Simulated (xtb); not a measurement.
Job for xtb: GFN2-xTB on ClF+, 2S+1 = 2, a spin state set in the input, which need not be the lowest, a point of a bond scan (R = 1.417 Å). Charge +1.

```
$ xtb mol.xyz --gfn 2 --sp --chrg 1 --uhf 1
2

F      0.00000000     0.00000000     0.00000000
Cl     0.00000000     0.00000000     1.41724100
```

Give the final energy of this run.

-8.5491 hartree.
